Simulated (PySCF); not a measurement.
VOF2, SMILES [O]=[V]([F])[F] (connectivity only; charge and spin as stated), neutral, multiplicity 2. Atoms are numbered in the order given.

```xyz
4

V     -0.1183    -0.0471     0.0000
O      0.1176    -1.5753     0.0000
F      0.0989     0.7603    -1.5166
F      0.0989     0.7603     1.5166
```
Charge 0, spin multiplicity 2.

Geometry: PBE0-D3(BJ)/def2-SVP. The multiplicity is an assumed one; other spin states were not compared. The isomer is the one that the SMILES or the coordinates give; other isomers of the formula were not compared.

Level of theory: PBE/def2-TZVPD run with PySCF.

Gas-phase values at a fixed geometry.

Computed frontier levels, dipole moment and polarisability:
| Quantity | Value |
|---|---|
| α spin, highest occupied and lowest empty level | -6.09 and -4.98 eV |
| β spin, highest occupied and lowest empty level | -9.02 and -4.60 eV |
| dipole moment | 1.16 D |
| quadrupole, principal values (traceless, Buckingham form, about the centre of nuclear charge) | -3.79, -2.68, 6.47 D·Å |
| mean static polarisability | 36.4 bohr³ (5.39 Å³) |
| polarisability, principal values | 31.5, 36.5, 41.0 bohr³ |
| ⟨S²⟩ | 0.756 (pure state 0.75) |
